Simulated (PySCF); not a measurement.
# Molecular orbitals of BrF⁻

MN15 at R = 2.317 Å; basis Br aug-pcseg-1, F aug-pcseg-1; no relativity; PySCF 2.14. State: ²Σ⁺ (doublet), unpaired electrons σ ↑. Only the outer orbitals are listed, counted within each symmetry.

```
spin  orbital  occ.  ε (eV)  on Br (%)   main shells (%)
   α       8σ     1  -24.01          1            99 F s
   α       9σ     1  -15.27         99           99 Br s
   α      10σ     1   -6.24         26   74 F p, 26 Br p
   α       4π     1   -4.84         10   90 F p, 10 Br p
   α       4π     1   -4.84         10   90 F p, 10 Br p
   α       5π     1   -3.13         90   90 Br p, 10 F p
   α       5π     1   -3.13         90   90 Br p, 10 F p
   α      11σ     1   -2.38         77   74 Br p, 24 F p
   α      12σ     0    6.13        104  84 Br s, 20 Br p
   β       8σ     1  -23.35          1            99 F s
   β       9σ     1  -14.50         98           98 Br s
   β       4π     1   -4.48         12   88 F p, 12 Br p
   β       4π     1   -4.48         12   88 F p, 12 Br p
   β      10σ     1   -4.03         37   63 F p, 36 Br p
   β       5π     1   -2.81         89   88 Br p, 11 F p
   β       5π     1   -2.81         89   88 Br p, 11 F p
   β      11σ     0    2.47         69   67 Br p, 33 F p
```

Which are the highest filled and the lowest empty level, where do they sit, and how wide is the gap?

Highest filled α 11σ at -2.38 eV (in %: 74 Br p, 24 F p); lowest empty β 11σ at 2.47 eV (in %: 67 Br p, 33 F p); the gap at MN15 is 4.85 eV. An empty level above zero is unbound, and its energy depends on the basis.

```
bond order (Mayer)                                                                                                : 0.41
⟨S²⟩                                                                                                              : 0.754
charge on Br (Mulliken, basis-dependent)                                                                          : -0.41
charge on Br (Löwdin, basis-dependent)                                                                            : -0.26
dipole moment (positive dipole points towards F; it is taken about the centre of mass and depends on that origin) : -3.18 D
```

Shares are Mulliken populations and can fall outside 0 to 100 %.

Spin–orbit coupling is left out. The state is the lowest determinant that a PBE0 search found; another state may lie lower at other levels.
